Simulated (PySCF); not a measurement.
Exercise with solution: refractive index and permittivity of the vapour

InFBr2, SMILES [F][In]([Br])[Br].

Geometry optimised at B3LYP-D3(BJ)/def2-SVP. The structure was generated by enumeration; whether it is a known compound was not checked. The def2 effective core potentials stand for the cores of In; spin–orbit coupling is left out.

PBE/def2-TZVP (PySCF) gives a mean static polarisability of 78.2 bohr³ and a dipole moment of 1.22 D. Take an ideal gas at 298.15 K and 0.01 bar, whether or not the substance is that volatile.

Task: Work out n − 1 in the optical limit and the static ε − 1.

Result: 
Polarisability volume α' = 78.2 × 0.148185 = 11.59 Å³. Number density N = p/kT = 2.43e-7 Å⁻³.
Dilute limit of Lorentz–Lorenz: n − 1 = 2π N α' = 1.8e-5.
Orientation term of Debye: μ²/(3kT) = 8.098 Å³ × μ²(D²) = 12.05 Å³.
ε − 1 = 4π N (α' + μ²/3kT) = 7.2e-5. Orientation of the dipole supplies 51 % of the static response; it can't follow optical fields. Vibrational polarisation and dispersion are left out.
